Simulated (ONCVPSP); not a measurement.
## Before and after: ONCV potential for Ir

```json
{
 "Element": "iridium",
 "Generator": "ONCVPSP 4.0.1",
 "Type": "optimised norm-conserving Vanderbilt (ONCV)",
 "Functional": "LDA (Perdew-Zunger)",
 "Relativity": "scalar-relativistic",
 "Frozen core": "[Kr] 4d10",
 "Valence charge": "31",
 "Reference configuration": "4f14 5s2 5p6 5d7 6s1 (charge +1)",
 "Partial waves": "5s+6s: rc 1.60 bohr, ncon 4, nbas 8, qcut 6.7 1/bohr, 2 projectors; 5p: rc 1.65 bohr, ncon 4, nbas 8, qcut 9.6 1/bohr, 2 projectors, debl 1 Ha; 5d: rc 1.70 bohr, ncon 4, nbas 7, qcut 6.7 1/bohr, 3 projectors, debl 1.9 Ha; 4f: rc 0.50 bohr, ncon 5, nbas 9, qcut 21.8 1/bohr, 1 projector",
 "Local potential": "polynomial inside 0.35 bohr (lpopt 5, dvloc0 0 Ha)",
 "Core correction": "none"
}
```

In the p channel the program set the typed energies aside and used -2.327, 0.250 Ha.

Change: f: nbas 10.

Cutoffs: the cutoffs (Ha) at which the residual kinetic energy of the hardest occupied pseudo-wave falls to 1 and 0.1 mHa per electron; they do not see the model core or the augmentation charge, which bear on the density cutoff. Errors are all-electron minus pseudo energies relative to the spin-unpolarised reference configuration.

Task: What does the change do?

Result: The potential gets harder (1382 Ha and 1502 Ha → 1727 Ha and 1868 Ha); both files keep a bound ghost (d, p, s); the errors of the 4 common tests hardly move.

```csv
quantity,base,changed
"cutoff, loose",1382 Ha,1727 Ha
"cutoff, tight",1502 Ha,1868 Ha
loose cutoff by channel,"s 18 Ha, p 27 Ha, d 18 Ha, f 1382 Ha","s 18 Ha, p 27 Ha, d 18 Ha, f 1727 Ha"
bound ghosts,"s, p, d","s, p, d"
GHOST(+) flags under 300 eV,p at 223.7 eV,p at 223.7 eV
"largest miss of a reference level, eV",0.06,0.06
"error for 4f14 5s2 5p6 5d7 6s2, meV [ΔE -10.19 eV]",+2.2,+2.2
"error for 4f14 5s2 5p6 5d7 6s0, meV [ΔE 17.85 eV]",-7.8,-7.8
"error for 4f14 5s2 5p6 5d6 6s0, meV [ΔE 48.69 eV]",-12,-12
"error for 4f14 5s1 5p6 5d7 6s2, meV [ΔE 94.99 eV]",-262,-262
s: phases at 1.63 bohr within 0.05 rad from the reference energy up to (Ha; the scan ends near 5),to the end of the scan,to the end of the scan
p: phases at 1.68 bohr within 0.05 rad from the reference energy up to (Ha; the scan ends near 5),to the end of the scan,to the end of the scan
d: phases at 1.73 bohr within 0.05 rad from the reference energy up to (Ha; the scan ends near 5),to the end of the scan,to the end of the scan
f: phases at 0.51 bohr within 0.05 rad from the reference energy up to (Ha; the scan ends near 5),to the end of the scan,to the end of the scan
```

 A true bound ghost makes a file unfit for plane-wave use even where its test errors are small: the radial tests pick states by their node count and pass the ghost by.
